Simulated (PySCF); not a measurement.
## How methods differ on the excitation energy of Ar⁺

Ar⁺ [Ne] 3s2 3p5 (2P) → Ar⁺ [Ne] 3s2 3p4 4s1 (4P), as a difference of total energies. All numbers are calculated (PySCF 2.14, the non-relativistic Hamiltonian (point nucleus), in aug-cc-pV(Q+d)Z (7s6p5d3f2g, 89 functions)). Correlated levels: valence: [Ne] frozen. The calculations carry no spin-orbit coupling.

| method | excitation energy (eV) |
| --- | --- |
| UHF | 15.945 |
| MP2 (valence) | 16.620 |
| SCS-MP2 (valence) | 16.765 |
| CCSD (valence) | 16.601 |
| CCSD(T) (valence) | 16.607 |

Q: How much does correlation contribute at CCSD(T) (valence)?

A: 16.607 − (15.945) = 0.662 eV, measured against UHF.

Errors of the correlated levels include the incompleteness of this basis and the frozen core.

For comparison: 16.648 eV (measured; NIST levels, between the centres of gravity of the two terms).
